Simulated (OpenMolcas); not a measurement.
## Ni3+: effect of the metal basis

Ni3+ with its 6 nearest oxide ions at 2.024 Å, on the Mg site of MgO (a = 4.2112 Å, distance in the model lattice 2.106 Å). The rest of the host is ab initio model potentials to 7.6 Å and point charges beyond; the distance is set by hand and nothing relaxes, and no local charge compensation is placed.

```json
{"Program": "OpenMolcas", "Method": "CASSCF", "Spin-orbit coupling": "state interaction with AMFI integrals over the reference wave functions"}
```

Fixed: ligand basis ANO-RCC-VDZP, active space 7 electrons in 5 orbitals (3d), DKH2 Hamiltonian.

States (labels of O, the rotations of Oh). Energies in cm-1 above the lowest state or level, χT in cm3 K/mol; under a threefold ground state the first gap can be a small split of the lowest multiplet, not the spin-orbit step.

| Run | Metal basis | Ground state | First state of that spin | First gap with spin-orbit (degeneracies) | χT at 300 K | First state of another spin | Cost |
| --- | --- | --- | --- | --- | --- | --- | --- |
| A | ANO-RCC-VDZP | 4T1 | 4T2 10535 | 465.7 (2, 4) | 3.231 | 2E 9479 | roughly 28 core-seconds |
| B | ANO-RCC-VTZP | 4T1 | 4T2 9684 | 459.1 (2, 4) | 3.304 | 2E 11079 | roughly 60 core-seconds |

Against A, the first state of the same spin changes by -8.1 % in B.

Costs are those of the RASSCF and RASSI steps.

An orbital triplet at a regular site is open to Jahn-Teller coupling, which can distort the site and quench the lowest spin-orbit gaps and is left out. Without dynamic correlation the repulsion within the d shell is too large (B by tens of per cent), so at a given field states of lower spin stand too high. This shell can be high or low spin here, a state of another spin lies low, and with metal d orbitals alone active their balance is uncertain, so the ground spin may be wrong. Ligand-to-metal charge-transfer states are missing. With no ligand orbital active B as a rule stays too high, so bands that hang on it stand too high and its fall with covalency is understated. With metal d orbitals alone and no dynamic correlation 10Dq can be off by a tenth to a fifth, either way, in oxide and fluoride hosts. The least metal-like active orbital is 82 % on the metal (Löwdin) and no ligand orbital is active, so the numbers are rough (holds for A). No measured value stands beside these numbers; the geometry was set by hand and not optimised.
